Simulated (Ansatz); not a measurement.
Ansatz (a first-principles code) input for Ga(AsH2)(F)2 (AsF2GaH2), SMILES [F][Ga]([AsH2])[F], PBE0/def2-SVPD. Coordinates come from a r2SCAN-D4/def2-SVP optimisation. The structure was generated by enumeration; whether it is a known compound was not checked.

Ansatz 0.2 input:
```yaml
crystal:
  periodic: [false, false, false]
  atoms:
    - {symbol: Ga, position_ang: [-0.78137082, -0.00981361, 0.00000000]}
    - {symbol: As, position_ang: [1.59778423, 0.06304746, -0.00000000]}
    - {symbol: H, position_ang: [1.61326216, -0.99129399, 1.10078038]}
    - {symbol: H, position_ang: [1.61326215, -0.99129400, -1.10078040]}
    - {symbol: F, position_ang: [-1.76282824, 0.01145798, -1.44775496]}
    - {symbol: F, position_ang: [-1.76282823, 0.01145798, 1.44775496]}
basis:
  gaussian:
    orbitals: def2-SVPD
hamiltonian:
  xc: {name: PBE0}
```

Output:

```
WARN ansatz: RAYON_NUM_THREADS=1 ignored (pool sized by the plan → 1); use --threads N
Functional definition: PBE0
integrals: 0.12 GiB planned
1323 factors; integrals over basis functions are off by at most 1.0e-3 eV
mean field: 0.82 GiB planned
mean field evaluation 1: about -118646.3375 eV, gradient 5.5e1 eV
mean field evaluation 2: about -118631.5160 eV, gradient 1.1e2 eV
mean field evaluation 4: about -118651.0401 eV, gradient 3.3e0 eV
mean field evaluation 8: about -118651.0668 eV, gradient 8.0e-2 eV
mean field evaluation 16: about -118651.0668 eV, gradient 8.0e-5 eV
mean field -118651.06682712 eV, -4360.3462813150 hartree, gradient 7.0e-5 eV, S^2 0.000000; 0 other end points of the search recorded, 0 dependent functions left out
reference -118651.06686241 eV, -4360.3462826119 hartree; 42, 42 occupied and 96, 96 virtual orbitals, 1323 factors
Total energy: -118651.06686241 eV, -4360.3462826119 hartree
```

The run converged.

Cost: about 8 core-seconds (a rough figure).
